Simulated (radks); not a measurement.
Successive ionisation energies (eV) of one element, from differences of total energies of ions in their ground configurations, starting at charge 44: 3491.5, 3876.7, 3974.8, 4071.5, 4199.9, 4300.7, 4400.0, 4744.1, 4852.5, 11094.7, 11366.6, 11634.1, 11997.1, 12278.4, 12555.0, 13492.7, 13765.8, 56024, 57187. Calculated with a radial shooting solver on a logarithmic mesh with Libxc functionals: scalar-relativistic Kohn-Sham, PBE, spin-polarised, spherical densities, finite nucleus; open shells are filled with parallel spins first (spin-orbit coupling, left out, can overturn this in heavy ions); Fermi nuclear charge, rms radius 5.1115 fm. Which element is it?

Answer. Europium (Z = 63). The first species listed is Eu44+ in [Ar] 3d1, the last Eu62+ in 1s1.
